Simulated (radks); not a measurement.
Question: Coherent X-ray form factor from a spherical all-electron density. Calculated with a radial shooting solver on a logarithmic mesh with Libxc functionals: scalar-relativistic Kohn-Sham, r2SCAN, spin-polarised, spherical densities, finite nucleus; meta-GGA in the generalised Kohn-Sham scheme; Fermi nuclear charge, rms radius of each element as measured or else 0.836 A^(1/3) + 0.57 fm.

sin(theta)/lambda (1/angstrom)  f0 (electrons)
0.05                                    33.441
0.1                                     31.941
0.15                                    29.907
0.2                                     27.747
0.25                                    25.717
0.3                                     23.910
0.4                                     20.868
0.5                                     18.274
0.6                                     15.928
0.8                                     11.997
1                                        9.269
1.25                                     7.285
1.5                                      6.213
2                                        4.923

The species is in the configuration that NIST lists as its ground one. Which atom or ion scatters so?

Answer: The bromine ion Br+, [Ar] 3d10 4s2 4p4. Extrapolating in s^2 from the first two rows gives f0(0) = 33.9, near the electron count 34; among species with that count, the fall with angle is slower the higher Z, and the table is that of Z = 35; from so few rows the species is fixed only to a neighbour or two.
